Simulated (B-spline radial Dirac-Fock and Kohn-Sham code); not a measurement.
**Binding energies of Au⁴⁺ at several levels of theory**

System: Au⁴⁺, [Xe] 4f14 5d7.

The density-functional columns are spherical, spin-unpolarised Dirac-Kohn-Sham results without Breit or QED terms: −ε is minus the orbital energy of the initial state and ΔSCF the difference of two total energies. The reference in the last column comes from Dirac-Fock (average of configuration) total-energy differences with a finite nucleus, the Breit interaction including its frequency dependence, and self-energy and vacuum-polarisation corrections. All numbers are from an atomic code on a B-spline grid, in eV; a selection of levels is shown. The Kohn-Sham columns are given as differences from the reference. For the 1s level of heavy atoms much of the gap between ΔSCF and the reference is the Breit and QED part, -435.2 eV here; for other levels the error of the functional can be larger.

```
level  PBE −ε − DF  PBE ΔSCF − DF  LDA −ε − DF  LDA ΔSCF − DF  Dirac-Fock
    K       -121.3         +490.8       -185.8         +424.2     80784.0
   L1       -160.4          -46.5       -170.0          -55.7     14425.8
   L2       -112.4          +34.9       -116.8          +30.7     13798.5
   L3       -133.2           -9.4       -135.6          -11.7     11983.7
   M1        -90.8          -56.2        -93.3          -58.6      3498.0
   M2        -73.2          -36.0        -74.2          -36.8      3218.9
   M3        -73.3          -39.9        -73.7          -40.2      2813.9
   M5        -53.2          -14.4        -52.8          -14.0      2271.1
   N1        -51.2          -34.4        -52.4          -35.5       832.0
   N2        -43.6          -26.8        -44.1          -27.3       712.7
   N3        -43.2          -27.2        -43.8          -27.8       615.1
   N5        -30.9          -15.4        -30.9          -15.4       401.6
   N6        -13.4           +1.5        -12.9           +2.0       149.3
   N7        -13.6           +1.2        -13.1           +1.7       145.6
   O1        -16.7           -6.9        -16.3           -6.4       176.8
   O2        -12.1           -2.7        -11.7           -2.2       135.6
   O3        -12.1           -3.2        -11.8           -2.9       118.6
 O4,5         -6.1           +1.4         -5.8           +1.7       61.05
```

Values without a named source are computed, but for edge energies of neutral atoms, which are taken from tables.
